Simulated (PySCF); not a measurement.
Geometry (Å), atoms numbered from 1 in this order:
```xyz
20

C    -2.917    0.819   -0.382
C    -1.721   -0.126   -0.286
Si   -0.759    0.049    1.312
O     0.516   -1.019    1.375
Si    1.622   -1.774    0.384
Si    2.728   -0.140   -0.904
N     1.567    1.137   -1.168
H    -2.608    1.874   -0.305
H    -3.649    0.634    0.420
H    -3.449    0.707   -1.340
H    -2.042   -1.177   -0.383
H    -1.005    0.062   -1.106
H    -1.629   -0.208    2.498
H    -0.227    1.449    1.426
H     2.556   -2.563    1.241
H     0.912   -2.731   -0.526
H     3.086   -0.686   -2.251
H     4.017    0.283   -0.254
H     1.702    1.756   -1.960
H     1.247    1.671   -0.364
```

Geometry: PBE0-D3(BJ)/def2-SVP; GIAO absolute shieldings from PySCF 2.14.0 with density-fitted response routines, gas phase, non-relativistic, averaged over equivalent atoms.

At PBE0/pcSseg-1 (205 basis functions, 73 s wall time on 1 thread of an Arm Neoverse N1, shared host):
| atoms | σ (ppm) |
| --- | --- |
| C2 | 176.1 |
| C1 | 178.8 |
| Si3 | 358.7 |
| Si5 | 376.9 |
| Si6 | 402.3 |
| O4 | 328.1 |
| N7 | 265.7 |
| H15/H16 | 25.97 |
| H13/H14 | 26.40 |
| H17/H18 | 26.42 |
| H11/H12 | 29.99 |
| H8/H9/H10 | 30.39 |
| H19/H20 | 31.25 |

Question: What do these become at B97-2/pcSseg-1?

Answer: 
```tsv
atoms	σ at B97-2/pcSseg-1	change
C2	175.2	-0.9
C1	177.1	-1.7
Si3	366.6	+7.9
Si5	383.5	+6.6
Si6	406.8	+4.5
O4	327.2	-0.9
N7	263.5	-2.2
H15/H16	26.20	+0.23
H13/H14	26.62	+0.22
H17/H18	26.64	+0.22
H11/H12	30.11	+0.12
H8/H9/H10	30.48	+0.09
H19/H20	31.36	+0.11
```

The largest change is at Si3 (silicon bonded to C, O, 2 H). Cost: 205 basis functions, 69 s wall time on 1 thread of an Arm Neoverse N1, shared host.
